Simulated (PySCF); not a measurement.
phosphoric acid (H3O4P), singlet, at a GFN2-xTB geometry, atoms displaced at random by about 0.1 Å a coordinate; PBE/STO-3G in PySCF.

PySCF was given this input:
```python
from pyscf import gto, scf, dft
from pyscf.geomopt import geometric_solver

mol = gto.M(
    atom='''
O     0.394533    0.190071    1.454586
P     0.254854    0.058137    0.070137
O     1.282265   -0.009071   -0.978434
O    -0.841733   -1.185199   -0.042549
O    -0.939893    1.350356   -0.051857
H     1.315063    0.525312    1.594892
H    -0.408058   -2.066115   -0.237622
H    -1.119564    1.508146   -1.117516
''',
    basis='sto-3g',
    charge=0,
    spin=0,
    verbose=3,
)

def method(m):
    mf = dft.RKS(m)
    mf.xc = 'pbe'
    return mf

conv, mol_eq = geometric_solver.kernel(method(mol), maxsteps=100, convergence_set='GAU_VERYTIGHT')
print('optimisation converged:', conv)
print(mol_eq.tostring(format='xyz'))
mf = method(mol_eq)
mf.kernel()
```

### Question
Write the output that PySCF gives for this input, abridged.

### Answer

```
Custom engine selected.
Bonds will be generated from interatomic distances less than 1.20 times sum of covalent radii
24 internal coordinates being used (instead of 24 Cartesians)
Internal coordinate system (atoms numbered from 1):
Distance 1-2
Distance 1-6
Distance 2-3
Distance 2-4
Distance 2-5
Distance 4-7
Distance 5-8
Angle 2-1-6
Angle 1-2-3
Angle 1-2-4
Angle 1-2-5
Angle 3-2-4
Angle 3-2-5
Angle 4-2-5
Angle 2-4-7
Angle 2-5-8
Dihedral 6-1-2-3
Dihedral 6-1-2-4
Dihedral 6-1-2-5
Dihedral 1-2-4-7
Dihedral 3-2-4-7
Dihedral 5-2-4-7
Dihedral 1-2-5-8
Dihedral 3-2-5-8
Dihedral 4-2-5-8
Translation-X 1-8
Translation-Y 1-8
Translation-Z 1-8
Rotation-A 1-8
Rotation-B 1-8
Rotation-C 1-8
<class 'geometric.internal.Distance'> : 7
<class 'geometric.internal.Angle'> : 9
<class 'geometric.internal.Dihedral'> : 9
<class 'geometric.internal.TranslationX'> : 1
<class 'geometric.internal.TranslationY'> : 1
<class 'geometric.internal.TranslationZ'> : 1
<class 'geometric.internal.RotationA'> : 1
<class 'geometric.internal.RotationB'> : 1
<class 'geometric.internal.RotationC'> : 1
> ===== Optimization Info: ====
> Job type: Energy minimization
> Maximum number of optimization cycles: 100
> Initial / maximum trust radius (Angstrom): 0.100 / 0.300
> Convergence Criteria:
> Will converge when all 5 criteria are reached:
>  |Delta-E| < 1.00e-06
>  RMS-Grad  < 1.00e-06
>  Max-Grad  < 2.00e-06
>  RMS-Disp  < 4.00e-06
>  Max-Disp  < 6.00e-06
> === End Optimization Info ===

Geometry optimization cycle 1
Cartesian coordinates (Angstrom)
 Atom        New coordinates             dX        dY        dZ
   O   0.394533   0.190071   1.454586    0.000000  0.000000  0.000000
   P   0.254854   0.058137   0.070137    0.000000  0.000000  0.000000
   O   1.282265  -0.009071  -0.978434    0.000000  0.000000  0.000000
   O  -0.841733  -1.185199  -0.042549    0.000000  0.000000  0.000000
   O  -0.939893   1.350356  -0.051857    0.000000  0.000000  0.000000
   H   1.315063   0.525312   1.594892    0.000000  0.000000  0.000000
   H  -0.408058  -2.066115  -0.237622    0.000000  0.000000  0.000000
   H  -1.119564   1.508146  -1.117516    0.000000  0.000000  0.000000

WARN: Mole.unit (angstrom) is changed to Bohr

converged SCF energy = -635.30022233357
--------------- RKS_Scanner gradients ---------------
         x                y                z
0 O    -0.0504929500    -0.0271560950    -0.3708257786
1 P     0.1253503047     0.0079693729     0.3308978160
2 O    -0.0949798786     0.0007963308     0.0745352081
3 O     0.0663178895     0.0160768552    -0.0093242044
4 O     0.0134460269    -0.0157114334     0.0385071414
5 H    -0.0244513961    -0.0120710610    -0.0316672904
6 H    -0.0236126778     0.0175676542     0.0064322505
7 H    -0.0115293613     0.0124936491    -0.0386554584
----------------------------------------------
cycle 1: E = -635.300222334  dE = -635.3  norm(grad) = 0.540127
Step    0 : Gradient = 1.910e-01/3.752e-01 (rms/max) Energy = -635.3002223336
[...]
Geometry optimization cycle 2
Cartesian coordinates (Angstrom)
 Atom        New coordinates             dX        dY        dZ
   O   0.465299   0.202327   1.535096    0.070766  0.012256  0.080510
   P   0.221366   0.069744   0.007309   -0.033488  0.011607 -0.062828
   O   1.294875   0.005731  -1.081671    0.012610  0.014802 -0.103237
   O  -0.916611  -1.206480  -0.051808   -0.074878 -0.021281 -0.009259
   O  -0.973197   1.368765  -0.105065   -0.033304  0.018409 -0.053208
   H   1.389563   0.536981   1.787568    0.074500  0.011669  0.192676
   H  -0.413730  -2.073099  -0.260472   -0.005672 -0.006984 -0.022850
   H  -1.131057   1.468362  -1.137315   -0.011493 -0.039784 -0.019799
converged SCF energy = -635.399479328462
--------------- RKS_Scanner gradients ---------------
         x                y                z
0 O    -0.0118156923    -0.0036226678    -0.1430404461
1 P     0.0316140016    -0.0084751621     0.1244680815
2 O    -0.0344468532     0.0002386380     0.0231804023
[...]
converged SCF energy = -635.434331942328
Step   92 : Displace = 4.210e-07/6.690e-07 (rms/max) Trust = 4.000e-07 (-) Grad = 1.428e-06/2.085e-06 (rms/max) E (change) = -635.4343319423 (-2.691e-09) Quality = 36.239
converged SCF energy = -635.434331941837
Step   93 : Displace = 6.004e-07/1.109e-06 (rms/max) Trust = 5.657e-07 (+) Grad = 1.664e-06/2.327e-06 (rms/max) E (change) = -635.4343319418 (+4.907e-10) Quality = -3.725
converged SCF energy = -635.434331941933
Step   94 : Displace = 3.795e-07/6.018e-07 (rms/max) Trust = 4.000e-07 (-) Grad = 1.402e-06/2.031e-06 (rms/max) E (change) = -635.4343319419 (-9.652e-11) Quality = 0.981
converged SCF energy = -635.434331941603
Step   95 : Displace = 5.278e-07/9.321e-07 (rms/max) Trust = 5.657e-07 (+) Grad = 1.528e-06/2.032e-06 (rms/max) E (change) = -635.4343319416 (+3.306e-10) Quality = -2.387
converged SCF energy = -635.434331941569
Step   96 : Displace = 3.931e-07/6.610e-07 (rms/max) Trust = 4.000e-07 (-) Grad = 1.421e-06/2.053e-06 (rms/max) E (change) = -635.4343319416 (+3.365e-11) Quality = -0.530
converged SCF energy = -635.43433194005
Step   97 : Displace = 4.376e-07/7.715e-07 (rms/max) Trust = 4.000e-07 (=) Grad = 2.700e-06/5.612e-06 (rms/max) E (change) = -635.4343319401 (+1.519e-09) Quality = -13.400
converged SCF energy = -635.434331941289
Step   98 : Displace = 4.087e-07/7.159e-07 (rms/max) Trust = 4.000e-07 (=) Grad = 1.406e-06/2.055e-06 (rms/max) E (change) = -635.4343319413 (-1.239e-09) Quality = 14.860
[...]
[...]
Geometry optimization cycle 100
Cartesian coordinates (Angstrom)
 Atom        New coordinates             dX        dY        dZ
   O   0.728971   0.393825   1.336023   -0.000001  0.000001  0.000000
   P   0.393659  -0.008263  -0.355159   -0.000001  0.000002 -0.000000
   O   1.625506  -0.482309  -1.200938    0.000001  0.000010 -0.000002
   O  -1.028452  -1.079545  -0.207209    0.000006 -0.000006 -0.000000
   O  -0.577448   1.390693  -0.809245   -0.000009 -0.000003  0.000003
   H   1.715943   0.066347   1.400584    0.000000  0.000006 -0.000001
   H  -0.745588  -1.872413  -0.818566    0.000009 -0.000003 -0.000003
   H  -1.494550   0.889180  -0.847635   -0.000006 -0.000008  0.000004
converged SCF energy = -635.434331940984
--------------- RKS_Scanner gradients ---------------
         x                y                z
0 O    -0.0000071012    -0.0000140216     0.0000050766
1 P     0.0000055267    -0.0000030847     0.0000006530
2 O     0.0000130507     0.0000036289     0.0000056742
3 O     0.0000069077    -0.0000085243    -0.0000168998
4 O     0.0000056865    -0.0000038840     0.0000017169
5 H     0.0000045124    -0.0000057076    -0.0000001456
6 H     0.0000044695    -0.0000053455    -0.0000004394
7 H     0.0000064980    -0.0000051695    -0.0000023110
----------------------------------------------
cycle 100: E = -635.434331941  dE = 3.05135e-10  norm(grad) = 3.40781e-05
Step   99 : Displace = 5.638e-07/1.033e-06 (rms/max) Trust = 5.657e-07 (+) Grad = 1.407e-06/1.916e-06 (rms/max) E (change) = -635.4343319410 (+3.051e-10) Quality = -2.225
Not rejecting step - energy change meets convergence criteria
[...]
Geometry optimization cycle 101
Cartesian coordinates (Angstrom)
 Atom        New coordinates             dX        dY        dZ
   O   0.728970   0.393826   1.336023   -0.000001  0.000001  0.000000
   P   0.393659  -0.008262  -0.355159   -0.000000  0.000001 -0.000000
   O   1.625507  -0.482303  -1.200939    0.000001  0.000007 -0.000001
   O  -1.028448  -1.079549  -0.207210    0.000004 -0.000004 -0.000000
   O  -0.577454   1.390691  -0.809243   -0.000006 -0.000002  0.000002
   H   1.715943   0.066351   1.400583    0.000000  0.000004 -0.000001
   H  -0.745582  -1.872415  -0.818568    0.000006 -0.000002 -0.000002
   H  -1.494554   0.889175  -0.847633   -0.000004 -0.000005  0.000002
converged SCF energy = -635.434331940899
--------------- RKS_Scanner gradients ---------------
         x                y                z
0 O    -0.0000073075    -0.0000139947     0.0000050103
1 P     0.0000070004    -0.0000035103     0.0000007347
2 O     0.0000126785     0.0000037416     0.0000057964
3 O     0.0000067562    -0.0000084326    -0.0000169230
4 O     0.0000052739    -0.0000039210     0.0000017459
5 H     0.0000043663    -0.0000056666    -0.0000002668
6 H     0.0000044046    -0.0000052098    -0.0000004319
7 H     0.0000063820    -0.0000051097    -0.0000023414
----------------------------------------------
cycle 101: E = -635.434331941  dE = 8.57199e-11  norm(grad) = 3.41209e-05
Step  100 : Displace = 4.255e-07/8.048e-07 (rms/max) Trust = 4.000e-07 (-) Grad = 1.370e-06/1.984e-06 (rms/max) E (change) = -635.4343319409 (+8.572e-11) Quality = -0.912
[...]
Maximum iterations reached (100); increase --maxiter for more
Geometry optimization failed to converge in 100 iterations
optimisation converged: False
8
XYZ from PySCF
O           0.72897050        0.39382567        1.33602308
P           0.39365900       -0.00826180       -0.35515860
O           1.62550677       -0.48230257       -1.20093891
O          -1.02844819       -1.07954861       -0.20720966
O          -0.57745416        1.39069088       -0.80924331
H           1.71594280        0.06635076        1.40058315
H          -0.74558214       -1.87241498       -0.81856798
H          -1.49455362        0.88917469       -0.84763254
converged SCF energy = -635.434331940771
```

The run did not converge; its last values are not results.
